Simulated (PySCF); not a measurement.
Input file for PySCF: R-B3LYP/3-21G on GeH4 (SMILES [GeH4]).

```python
from pyscf import gto, scf, dft, mp
from pyscf.data.elements import chemcore

mol = gto.M(
    atom='''
    Ge    0.26704966    0.37839356    3.61411951
    H    -0.54263809   -0.89225484    3.90525226
    H     1.13192833    0.15363231    2.36234131
    H     1.18627363    0.69012499    4.80445203
    H    -0.68311206    1.55815686    3.37038498
    ''',
    basis='3-21g',
    charge=0, spin=0, verbose=3, max_memory=1800)
mf = dft.RKS(mol, xc='b3lyp')
mf.conv_tol = 1e-8
mf.max_cycle = 100
mf.kernel()
if not mf.converged:
    mf = mf.newton().run(mf.mo_coeff, mf.mo_occ)
```

Problem. Predict the final total energy.

Solution. -2069.3542 hartree.
